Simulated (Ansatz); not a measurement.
Input file for CH$_{8}$O$_{3}$Si$_{2}$, SMILES `O[SiH2]C[SiH](O)O`:

```yaml
crystal:
  periodic: [false, false, false]
  atoms:
    - {symbol: O, position_ang: [-0.890229, 1.493566, -1.736059]}
    - {symbol: Si, position_ang: [0.672686, 1.271587, -1.282825]}
    - {symbol: C, position_ang: [0.752271, 0.586332, 0.460733]}
    - {symbol: Si, position_ang: [-0.150362, -1.007377, 0.686216]}
    - {symbol: O, position_ang: [-0.519824, -1.362080, 2.249516]}
    - {symbol: O, position_ang: [-1.578405, -0.805923, -0.122718]}
    - {symbol: H, position_ang: [-1.478928, 0.796248, -1.421694]}
    - {symbol: H, position_ang: [1.386998, 0.323586, -2.186839]}
    - {symbol: H, position_ang: [1.339094, 2.594799, -1.369860]}
    - {symbol: H, position_ang: [1.800989, 0.442404, 0.745358]}
    - {symbol: H, position_ang: [0.324850, 1.328505, 1.144862]}
    - {symbol: H, position_ang: [0.616138, -2.155450, 0.126337]}
    - {symbol: H, position_ang: [-0.010078, -2.048500, 2.680290]}
    - {symbol: H, position_ang: [-2.265208, -1.457677, 0.026693]}
basis:
  gaussian: {orbitals: def2-TZVPP}
correlation: {method: ccsd_t}
```

```sh
$ ansatz run in.yaml --threads 2 --pin off --events-out ev --progress --plain --max-ram 22528MiB --backend cuda --devices 0, --max-vram 18GiB
```

Log, shortened:

```
Functional definition: HF
1890 factors; integrals over basis functions are off by at most 1.1e-3 eV
mean field evaluation 1: about -22994.5942 eV, gradient 6.0e1 eV
mean field evaluation 2: about -22994.9300 eV, gradient 6.1e1 eV
mean field evaluation 4: about -23001.8370 eV, gradient 4.5e0 eV
mean field evaluation 8: about -23001.9270 eV, gradient 2.8e-1 eV
mean field -23001.92732201 eV, -845.3052378176 hartree, gradient 2.7e-6 eV, S^2 0.000000; 0 other end points of the search recorded, 0 dependent functions left out
14 core orbitals not correlated: weight in the atoms' cores, before any rotation towards them, 1.000 or more for the frozen orbitals, at most 0.000 for the correlated occupied ones
reference -23001.92732201 eV, -845.3052378176 hartree; 19, 19 occupied and 287, 287 virtual orbitals, 1890 factors
second order -31.12509685 eV of doubles, -0.00000000 eV of singles
cycle   1  -31.42624406 eV  change   -3.0e-1 eV  update   1.1e-1
cycle   2  -32.12547360 eV  change   -7.0e-1 eV  update   3.2e-2
cycle   3  -32.27933451 eV  change   -1.5e-1 eV  update   1.6e-2
cycle   4  -32.26194455 eV  change    1.7e-2 eV  update   3.3e-3
cycle   5  -32.26088122 eV  change    1.1e-3 eV  update   1.5e-3
cycle   6  -32.26161915 eV  change   -7.4e-4 eV  update   4.1e-4
cycle   7  -32.26138667 eV  change    2.3e-4 eV  update   1.6e-4
cycle   8  -32.26130833 eV  change    7.8e-5 eV  update   4.8e-5
cycle   9  -32.26131895 eV  change   -1.1e-5 eV  update   1.8e-5
perturbative correction -1.15852627 eV, -0.0425750552 hartree
Total energy: -23035.34716724 eV, -846.5333944768 hartree
```

Run time 7 s (2 threads of an AMD EPYC 7R13 on a shared host and a share of an NVIDIA H100 80 GB); peak host memory 0.88 GiB.

MP2 recovers 93.1 % of the CCSD(T) correlation energy and the triples give 3.5 %; T1 = 0.0114.
